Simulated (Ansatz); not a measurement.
Consider the formal exchange of groups at the Si–N bond: `CN[SiH](F)OC` + `CC(=O)O[SiH2]Cl` → `CO[SiH](F)O[SiH2]Cl` + `CNC(C)=O`.

Gas-phase electronic energies from Ansatz, PBE0-D4/def2-TZVP geometries. CBS: MP2 limit from def2 TZ/QZ plus the TZ coupled-cluster correction, frozen cores. DFT in def2-TZVPP. B3LYP here is the variant with VWN-RPA as its local correlation; programs differ in this. One conformer a species, not always the lowest.

```tsv
level	ΔE (kJ/mol)	difference from CCSD(T)/CBS
PBE-D4	-89.1	3.5
r2SCAN-D4	-94.2	-1.6
PBE0-D4	-92.3	0.3
B3LYP-D4	-97.6	-5.0
ωB97X-V	-89.2	3.4
ωB97M-V	-88.1	4.5
B2PLYP	-95.1	-2.5
PBE	-88.3	4.3
r2SCAN	-93.8	-1.2
PBE0	-91.3	1.3
B3LYP	-96.4	-3.8
HF/def2-TZVPP	-100.5	-7.9
MP2/def2-TZVPP	-92.8	-0.2
SCS-MP2/def2-TZVPP	-92.0	0.6
CCSD/def2-TZVPP	-91.0	1.6
CCSD(T)/def2-TZVPP	-89.3	3.3
HF/def2-QZVPP	-102.4	-9.8
MP2/def2-QZVPP	-95.4	-2.8
SCS-MP2/def2-QZVPP	-94.6	-2.0
HF/CBS(def2)	-102.7	-10.1
MP2/CBS(def2)	-96.1	-3.5
CCSD/CBS(def2)	-94.3	-1.7
CCSD(T)/CBS	-92.6	0
```

Largest T1 diagnostic among the species: 0.014.

In def2-TZVPP, CCSD(T) changes the Hartree–Fock value by +11.2 kJ/mol (the triples alone add +1.7 kJ/mol) and MP2 by +7.7 kJ/mol.
